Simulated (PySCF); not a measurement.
# Radial density of N²⁺ (nitrogen, charge +2)

UHF, [He] 2s1 2p2, 2s spin antiparallel (an excited configuration). Calculation: PySCF 2.14, in def2-QZVPPD; the non-relativistic Hamiltonian (point nucleus).

| r (bohr) | 4πr²ρ (e/bohr) | 4πr²(ρα − ρβ) |
| --- | --- | --- |
| 0.00425 | 0.04335 | -0.0016 |
| 0.00716 | 0.1178 | -0.0042 |
| 0.0120 | 0.3113 | -0.0112 |
| 0.0202 | 0.7857 | -0.0281 |
| 0.0341 | 1.834 | -0.0647 |
| 0.0573 | 3.763 | -0.1278 |
| 0.0963 | 6.230 | -0.1847 |
| 0.162 | 7.261 | -0.0967 |
| 0.273 | 4.926 | 0.3069 |
| 0.458 | 2.253 | 0.8002 |
| 0.771 | 2.459 | 0.8261 |
| 1.30 | 1.904 | 0.4743 |
| 2.18 | 0.3555 | 0.1143 |
| 3.67 | 0.007116 | 0.0040 |

With the s spin flipped the determinant is a mixture of two multiplicities, not a spectroscopic state.
